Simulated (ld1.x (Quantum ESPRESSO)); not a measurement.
**Reading a pseudo-wave (vanadium (V))**

Columns: radius, all-electron u(r) and pseudo u(r) of the 4s shell (level -4.70 eV) of vanadium in the configuration [Ar] 3d3 4s2 4p0; PBE, scalar-relativistic, PAW scheme, ld1.x (Quantum ESPRESSO) 7.5.

```json
{"r (bohr)": "0.170", "all-electron": "-0.1438", "pseudo": "-0.0706"}
{"r (bohr)": "0.340", "all-electron": "-0.0407", "pseudo": "-0.1401"}
{"r (bohr)": "0.510", "all-electron": "0.1745", "pseudo": "-0.2073"}
{"r (bohr)": "0.680", "all-electron": "0.2630", "pseudo": "-0.2714"}
{"r (bohr)": "0.850", "all-electron": "0.2263", "pseudo": "-0.3313"}
{"r (bohr)": "1.020", "all-electron": "0.1186", "pseudo": "-0.3863"}
{"r (bohr)": "1.190", "all-electron": "-0.0150", "pseudo": "-0.4358"}
{"r (bohr)": "1.360", "all-electron": "-0.1475", "pseudo": "-0.4794"}
{"r (bohr)": "1.530", "all-electron": "-0.2659", "pseudo": "-0.5166"}
{"r (bohr)": "1.700", "all-electron": "-0.3648", "pseudo": "-0.5475"}
{"r (bohr)": "1.870", "all-electron": "-0.4436", "pseudo": "-0.5721"}
{"r (bohr)": "2.040", "all-electron": "-0.5036", "pseudo": "-0.5904"}
{"r (bohr)": "2.210", "all-electron": "-0.5468", "pseudo": "-0.6028"}
{"r (bohr)": "2.380", "all-electron": "-0.5758", "pseudo": "-0.6097"}
{"r (bohr)": "2.550", "all-electron": "-0.5926", "pseudo": "-0.6113"}
{"r (bohr)": "2.720", "all-electron": "-0.5991", "pseudo": "-0.6083"}
{"r (bohr)": "2.890", "all-electron": "-0.5972", "pseudo": "-0.6008"}
{"r (bohr)": "3.060", "all-electron": "-0.5883", "pseudo": "-0.5893"}
{"r (bohr)": "3.230", "all-electron": "-0.5740", "pseudo": "-0.5740"}
{"r (bohr)": "3.400", "all-electron": "-0.5553", "pseudo": "-0.5553"}
{"r (bohr)": "3.570", "all-electron": "-0.5335", "pseudo": "-0.5335"}
{"r (bohr)": "3.740", "all-electron": "-0.5095", "pseudo": "-0.5095"}
{"r (bohr)": "3.910", "all-electron": "-0.4839", "pseudo": "-0.4839"}
{"r (bohr)": "4.080", "all-electron": "-0.4576", "pseudo": "-0.4576"}
{"r (bohr)": "4.250", "all-electron": "-0.4309", "pseudo": "-0.4309"}
{"r (bohr)": "4.420", "all-electron": "-0.4045", "pseudo": "-0.4045"}
```

Problem. How many radial nodes do the two functions have?

Solution. The all-electron 4s function has n − l − 1 = 3 (the table is too coarse to show those close to the nucleus); the pseudo-wave has 0, since the states of the same l below it are removed with the core.

Problem. At about which radius was the pseudo-wave matched?

Solution. 3.40 bohr, where the columns begin to agree (steps of 0.17 bohr).

Problem. Where does each function peak?

Solution. Outermost all-electron maximum near 2.72 bohr, pseudo maximum near 2.55 bohr (to the table’s step).

Problem. Is the pseudo-wave norm-conserving?

Solution. No, it belongs to a PAW set: the norm inside the radius is not constrained, and the difference is carried by the augmentation charge.
